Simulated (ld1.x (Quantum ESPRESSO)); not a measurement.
**silicon: variants of one TM semilocal potential**

Base potential:

- Element: silicon (Si)
- Generator: ld1.x (Quantum ESPRESSO) 7.5
- Type: norm-conserving Troullier–Martins (semilocal form)
- Functional: BLYP
- Relativity: non-relativistic
- Frozen core: [Ne]
- Valence charge: 4
- Reference configuration: 3s2 3p2
- Partial waves: 3s (bound): rc 1.40 bohr; 3p (bound): rc 1.85 bohr; 3d channel at 0.15 Ry: rc 1.80 bohr
- Local potential: the d channel
- Core correction: Bessel-smoothed model core, default radius (core density twice the valence density)

All-electron outer shells of the reference configuration (BLYP, non-relativistic, ld1.x):

```
shell  level (eV)  outermost node (bohr)  outermost maximum (bohr)
   2p      -95.59                      –                      0.39
   3s      -10.64                   0.72                      1.77
   3p       -3.94                   0.72                      2.14
```

Cutoffs, loose and tight: the cutoffs (Ry, on a coarse ladder) from which the occupation-weighted sum of valence levels, in a spherical-Bessel basis at the reference potential, stays within 10 and 1 mRy of its value at 400 Ry. They do not see the model core or the augmentation charge, which bear on the density cutoff. Test errors are all-electron minus pseudo excitation energies from the reference, over the configurations 3s2 3p1; 3s2 3p0; 3s1 3p0; 3s2 3p2.3; 3s1 3p2; 3s0 3p4; 3s1 3p3. A dash means not determined; rows that change the core or the reference have their own tests.

A semilocal file is local in each channel, so a ghost entry of none says nothing of the separable form that plane-wave codes build from it.

The default core radius of the base comes out at 1.13 bohr.

```csv
change,outcome,"cutoff, loose","cutoff, tight",bound ghosts,largest test error (meV)
base,generated,30 Ry,70 Ry,none,+60
core correction Bessel-smoothed model core inside 0.62 bohr,generated,30 Ry,70 Ry,none,+59
core correction Bessel-smoothed model core inside 0.76 bohr,generated,30 Ry,70 Ry,none,+59
core correction Bessel-smoothed model core inside 0.92 bohr,generated,30 Ry,70 Ry,none,+59
core correction Bessel-smoothed model core inside 1.06 bohr,generated,30 Ry,70 Ry,none,+59
core correction Bessel-smoothed model core inside 1.22 bohr,generated,30 Ry,70 Ry,none,+64
core correction Bessel-smoothed model core inside 1.48 bohr,generated,30 Ry,70 Ry,none,+98
core correction Bessel-smoothed model core inside 1.70 bohr,generated,30 Ry,70 Ry,none,+159
```

What comes out with this change to the base: core correction none?

outcome: generated; cutoff, loose: 30 Ry; cutoff, tight: 70 Ry; bound ghosts: none; largest test error (meV): +249.

What comes out with this change to the base: core correction Bessel-smoothed model core inside 1.32 bohr?

outcome: generated; cutoff, loose: 30 Ry; cutoff, tight: 70 Ry; bound ghosts: none; largest test error (meV): +72.
